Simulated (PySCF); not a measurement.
Bonding in `CCNCCCC#N`

C₆H₁₂N₂.
Atom-mapped SMILES: `[CH3:1][CH2:2][NH:3][CH2:4][CH2:5][CH2:6][C:7]#[N:8]` (hydrogens: H9, H10, H11 on C1; H12, H13 on C2; H14 on N3; H15, H16 on C4; H17, H18 on C5; H19, H20 on C6)

Cartesian coordinates in Å at the GFN2-xTB level; atoms count from 1:
```
atom  x, y, z in Å
C1    -2.8635    0.4461    0.5917
C2    -1.8137    0.4105   -0.5095
N3    -0.6173   -0.2690   -0.0480
C4     0.4006   -0.4120   -1.0715
C5     1.6764   -0.9939   -0.4661
C6     2.2408   -0.0562    0.6089
C7     2.7613    1.1484    0.0176
N8     3.1774    2.0958   -0.4690
H9    -2.4550    0.9191    1.4805
H10   -3.7328    1.0083    0.2615
H11   -3.1805   -0.5625    0.8504
H12   -1.5241    1.4310   -0.7791
H13   -2.2396   -0.0650   -1.4119
H14   -0.8700   -1.1883    0.3074
H15    0.6128    0.5847   -1.4712
H16    0.0688   -1.0453   -1.9146
H17    2.4154   -1.1499   -1.2544
H18    1.4553   -1.9609   -0.0086
H19    3.0459   -0.5441    1.1649
H20    1.4366    0.2137    1.2985
```

Bond orders from the PBE0/pcSseg-1 density (PySCF). Isolated species at its GFN2-xTB geometry (one conformer only).

Problem. How far do the computed orders between heavy atoms stray from the drawn ones?

Solution. The largest departure is 0.067, at C1–C2 (drawn single, 1.067).

Problem. Give the Mayer order of every bond between heavy atoms, beside its length.

Solution. 
```csv
bond,drawn as,length (Å),Mayer order
C1–C2,single,1.522,1.067
C2–N3,single,1.451,0.966
N3–C4,single,1.450,0.962
C4–C5,single,1.527,1.044
C5–C6,single,1.534,1.020
C6–C7,single,1.439,1.013
C7–N8,triple,1.143,3.052
```

By pair of heavy elements: C–C: lowest C6–C7 (1.013, 1.439 Å), highest C1–C2 (1.067, 1.522 Å); in 2 of the 6 pairs the longer bond (by over 0.003 Å) has the higher order (by 0.02 or more). C–N: lowest N3–C4 (0.962, 1.450 Å), highest C7–N8 (3.052, 1.143 Å).

Problem. And the bonds to hydrogen?

Solution. C–H: 0.91 to 0.97 (11 bonds); H–N: 0.93 (1 bond).

Problem. Sum the orders of all bonds at each heavy atom with more than one neighbour and set the sums beside the valence in the SMILES.

Solution. C1 3.962 (drawn 4), C2 3.919 (drawn 4), N3 2.856 (drawn 3), C4 3.885 (drawn 4), C5 3.964 (drawn 4), C6 3.868 (drawn 4), C7 4.065 (drawn 4). Orders between atoms that aren't bonded are not in these sums.

For a closed shell the Mayer order of atoms A and B is Σ (PS)μν (PS)νμ over the basis functions μ on A and ν on B, with P the density and S the overlap matrix.
